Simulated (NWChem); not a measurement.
CH3OS anion

```xyz
6

C      0.3593     1.4046     0.0000
S     -0.5569    -0.1922     0.0000
O      0.6078    -1.3057     0.0000
H      0.9995     1.4868     0.8962
H     -0.3778     2.2276     0.0000
H      0.9995     1.4868    -0.8962
```
Atoms are numbered in this order, from 1.

Level: B3LYP/def2-SVPD (NWChem), optimised geometry, unscaled harmonic frequencies. The highest occupied level is positive, so the extra electron may be held by the finite basis.

| frequency (cm⁻¹) | IR intensity (km/mol) |
|---|---|
| 212 | 0.0 |
| 285 | 3.2 |
| 629 | 10.3 |
| 836 | 149.7 |
| 904 | 6.7 |
| 921 | 18.7 |
| 1246 | 3.8 |
| 1390 | 0.9 |
| 1439 | 7.0 |
| 2956 | 131.1 |
| 3024 | 37.6 |
| 3055 | 62.9 |

The zero-point energy comes out as 24.1 kcal/mol and the thermal correction to the enthalpy at 298.15 K (with zero-point energy) comes out as 27.3 kcal/mol. The heat capacity Cv is 12.4 cal/(mol K) and the entropy at 298.15 K and 1 atm (symmetry number 1) is 65.9 cal/(mol K).

Rigid rotor and harmonic oscillator.
